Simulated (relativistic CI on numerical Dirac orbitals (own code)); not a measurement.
Rh⁴⁺: 4s photoemission

Computed with this model: Dirac-Coulomb-Breit CI, orbitals from a KLI potential per configuration, a model potential for QED, valence Slater integrals scaled by 0.8, multiplet model of photoemission in the sudden approximation; configurations [Kr] 4d5 → [Ar] 3d10 4s 4p6 4d5; 300 K; Lorentzian 1.4 eV and Gaussian 0.6 eV FWHM. Energies are those of the free ion, without screening or charge transfer. The energies are binding energies and can lie tens of eV above those of solids. Without intra-shell correlation the exchange splitting of an s hole comes out too large, often by half or more. S is read from ⟨S²⟩ = S(S + 1).

Computed curve for free ion, scaled to 100 at the maximum (points under 2 are left out and the grid is thinned):

(Energy (eV), Intensity): (142.0, 2.1), (142.4, 2.4), (142.6, 2.6), (143.0, 3.1), (143.4, 3.8), (143.6, 4.2), (144.0, 5.2), (144.4, 6.6), (144.6, 7.5), (145.0, 10.2), (145.4, 14.4), (145.6, 17.6), (146.0, 27.7), (146.4, 46.5), (146.6, 60.5), (147.0, 91.3), (147.4, 99.0), (147.8, 73.3), (148.0, 57.6), (148.4, 34.1), (148.8, 21.2), (149.0, 17.2), (149.4, 12.0), (149.8, 9.0), (150.0, 7.9), (150.4, 6.4), (150.8, 5.4), (151.0, 5.0), (151.4, 4.5), (151.8, 4.3), (152.0, 4.2), (152.4, 4.2), (152.8, 4.3), (153.0, 4.3), (153.4, 4.5), (153.8, 4.9), (154.0, 5.3), (154.4, 6.3), (154.8, 8.1), (155.0, 9.3), (155.4, 13.2), (155.8, 20.3), (156.0, 26.0), (156.4, 43.5), (156.8, 65.0), (157.2, 69.7), (157.4, 62.2), (157.8, 40.4), (158.2, 24.2), (158.4, 19.1), (158.8, 12.7), (159.2, 8.9), (159.4, 7.6), (159.8, 5.7), (160.2, 4.4), (160.4, 3.9), (160.8, 3.2), (161.2, 2.6), (161.4, 2.4), (161.8, 2.0)

The ground state has S = 2.49, and the centroid lies at 151.36 eV.
